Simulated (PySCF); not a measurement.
An unknown gives this computed stick spectrum. Method: PySCF, TDDFT B3LYP/def2-SVPD, vertical, gas phase, core orbitals frozen in the response. Geometries: GFN2-xTB, one conformer each.

```csv
state,λ (nm),f
S1,222.3,0.0069
S2,213.8,0.0059
S3,209.2,0.101
S4,197.4,0.0036
S5,193.4,0.0048
S6,185.5,0.0013
S7,182.0,0.0058
S8,177.9,0.029
```

Question: Which candidate is it?
A. `COc1c[nH]nc1C`
B. `O=CO[C@@H]1[SiH2]O[SiH2]C1=O`
C. `c1c[nH]c(C(=O)OC)p1`

Answer: A. Its S1, at 5.58 eV, is the highest among the candidates; the nearest of the others has S1 at 4.63 eV. S1 is HOMO→LUMO+1 (59%), HOMO→LUMO (38%). Löwdin shares by element: HOMO carbon 35% or more, oxygen 24%, nitrogen 16% or more (atoms not listed hold the other 25%); LUMO (one of a set within 0.03 eV) nitrogen 29%, carbon 19% or more, hydrogen 9% or more (atoms not listed hold the other 43%). At the same level the other candidates give, for their lowest levels:
- `COC(=O)c1[nH]ccp1`: 268 nm (f 0.255); 254 nm (f 0.000); 250 nm (f 0.037); 239 nm (f 0.010); 207 nm (f 0.000); T1 3.04 eV; HOMO -6.64, LUMO -1.79 eV
- `O=CO[C@@H]1[SiH2]O[SiH2]C1=O`: 364 nm (f 0.001); 265 nm (f 0.008); 227 nm (f 0.005); 219 nm (f 0.012); 213 nm (f 0.006); T1 2.80 eV; HOMO -6.76, LUMO -1.74 eV

Conformer computed: `[CH3:1][O:2][c:3]1[cH:4][nH:5][n:6][c:7]1[CH3:8]`: C1–O2–C3–C4 0°.
Triplets come from the Tamm–Dancoff approximation.
